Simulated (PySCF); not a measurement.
**Si⁺ (silicon, charge +1) across methods**

[Ne] 3s1 3p2, high-spin 4P determinant (an excited configuration). Calculation: PySCF 2.14, in def2-QZVPPD; no relativity, point nucleus.

```csv
method,E (hartree),mean ε 2p β (eV),mean ε 3s α (eV),mean ε 3p α (eV),Σ⟨r²⟩ (bohr²),⟨S²⟩
LDA,-287.7223,-105.87,-20.696,-13.159,20.82,3.750
r2SCAN,-288.8746,-107.77,-21.239,-13.519,20.65,3.750
PW91,-288.8702,-105.95,-20.740,-13.252,20.74,3.750
PBE0,-288.7707,-111.10,-22.432,-14.413,20.72,3.750
LC-wPBE,-288.7948,-111.66,-25.801,-17.227,20.59,3.750
PBE,-288.7404,-105.78,-20.689,-13.210,20.76,3.750
PBEsol,-288.2088,-105.62,-20.646,-13.142,20.76,3.750
UHF,-288.43588,-125.87,-27.168,-17.607,20.90,3.750
BP86,-288.9104,-105.96,-20.755,-13.257,20.71,3.750
```
